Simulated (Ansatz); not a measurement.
`O[SiH](Cl)[O][GeH3]` + `OB(O)Cl` → `O[SiH](Cl)Cl` + `OB(O)[O][GeH3]`  (redistribution)

Program: Ansatz. Geometries: PBE0-D4/def2-TZVP. ΔE: electronic, gas phase. CCSD(T)/CBS adds triple-zeta CCSD(T) − MP2 to the extrapolated MP2 energy (def2 sets, frozen cores). This one scheme is used for every species. DFT in def2-TZVPP. B3LYP here is the variant with VWN-RPA as its local correlation; programs differ in this. For Ge outer-core shells are correlated without core-valence functions, which leaves a few kJ/mol of doubt a bond. Scalar relativity is left out up to krypton. Each species was taken in one conformer, which may not be the lowest.

`O[SiH](Cl)[O][GeH3]`:

```xyz
10

O    -1.387    0.146    1.359
Si   -1.164    0.627   -0.187
Cl   -0.487    2.575   -0.149
O    -0.096   -0.349   -0.884
Ge    1.498   -0.982   -0.377
H    -1.652    0.804    2.002
H    -2.407    0.615   -0.974
H     2.324   -1.065   -1.665
H     1.258   -2.365    0.238
H     2.113   -0.006    0.636
```

`OB(O)Cl`:

```xyz
6

O    -0.425    0.947   -0.456
B    -0.045   -0.230    0.102
O     1.258   -0.512    0.310
Cl   -1.245   -1.441    0.578
H    -1.375    1.034   -0.555
H     1.833    0.202    0.021
```

`O[SiH](Cl)Cl`:

Z-matrix (Å, degrees):
```
Si
Cl 1 2.042
Cl 1 2.041 2 107.4
O 1 1.621 2 111.2 3 -121.9
H 1 1.467 2 109.8 3 119.4
H 4 0.959 1 119.4 2 59.9
```

`OB(O)[O][GeH3]`:

Z-matrix (Å, degrees):
```
Ge
O 1 1.793
H 1 1.534 2 108.9
H 1 1.534 2 108.9 3 122.1
H 1 1.533 2 103.8 3 -118.9
B 2 1.358 1 123.6 3 -61.0
O 6 1.370 2 121.1 1 -180.0
O 6 1.370 2 119.9 1 0.0
H 7 0.959 6 111.6 2 -0.0
H 8 0.959 6 112.5 2 -180.0
```

Q: Is it downhill or uphill in electronic energy at CCSD(T)/CBS, and by how much? (Estimate.)

A: Computed: Downhill: ΔE = -17.6 kJ/mol.

Q: What do these levels give: ωB97X-V, ωB97M-V, PBE, PBE0, B3LYP, SCS-MP2/def2-TZVPP, CCSD(T)/def2-TZVPP, HF/def2-QZVPP, MP2/def2-QZVPP, SCS-MP2/def2-QZVPP, MP2/CBS(def2), CCSD/CBS(def2)? (An estimate is asked.)

A: Computed: ωB97X-V -17.7, ωB97M-V -18.6, PBE -20.7, PBE0 -21.0, B3LYP -19.2, SCS-MP2/def2-TZVPP -15.6, CCSD(T)/def2-TZVPP -16.8, HF/def2-QZVPP -17.5, MP2/def2-QZVPP -16.1, SCS-MP2/def2-QZVPP -15.8, MP2/CBS(def2) -16.7, CCSD/CBS(def2) -18.0 kJ/mol.

Largest T1 diagnostic among the species: 0.012.
